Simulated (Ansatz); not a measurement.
Consider the substitution at a C–B bond: `O=CBBr` + `OC=S` → `O=COC=S` + `BBr`.

Computed with Ansatz on PBE0-D4/def2-TZVP structures; ΔE is electronic, products minus reactants. CCSD(T)/CBS is the MP2 limit (def2-TZVPP, def2-QZVPP) plus CCSD(T) − MP2 in def2-TZVPP, frozen cores. This one scheme is used for every species. Functionals use def2-TZVPP. HSE06 is defined as in plane-wave codes. For Br outer-core shells are correlated without core-valence functions, which leaves a few kJ/mol of doubt a bond. Scalar relativity is left out up to krypton. Each species was taken in one conformer, which may not be the lowest.

(1) Is it downhill or uphill in electronic energy at CCSD(T)/CBS, and by how much? (Estimate.)

(2) What do these levels give: r2SCAN-D4, r2SCAN0-D4, CAM-B3LYP-D4, ωB97X-V, ωB97M-V, B2PLYP, PBE, revPBE, r2SCAN, HSE06, CCSD/def2-SVP, MP2/def2-TZVPP? (Estimate.)

(3) What do rigid-rotor, harmonic-oscillator terms from PBE0-D4/def2-TZVP frequencies (298.15 K, 1 bar) make of the CCSD(T)/CBS value? (Estimate.)

Largest T1 diagnostic among the species: 0.018.

## Answers

(1) The calculation gave: Downhill: ΔE = -19.5 kJ/mol.

(2) The calculation gave: r2SCAN-D4 -23.9, r2SCAN0-D4 -25.5, CAM-B3LYP-D4 -26.2, ωB97X-V -26.0, ωB97M-V -22.9, B2PLYP -24.0, PBE -17.7, revPBE -14.9, r2SCAN -23.7, HSE06 -20.8, CCSD/def2-SVP -33.6, MP2/def2-TZVPP -25.3 kJ/mol.

(3) Computed: ΔZPE = -2.9 kJ/mol, ΔH = -22.9 kJ/mol, ΔS = -19 J/(mol·K), ΔG = -17.2 kJ/mol.

From BLYP to BHLYP (50 % exact exchange), in def2-TZVPP and without D4, ΔE moves by −7.4 kJ/mol. In def2-TZVPP, CCSD(T) changes the Hartree–Fock value by +7.8 kJ/mol (the triples alone add −1.0 kJ/mol) and MP2 by +6.7 kJ/mol.
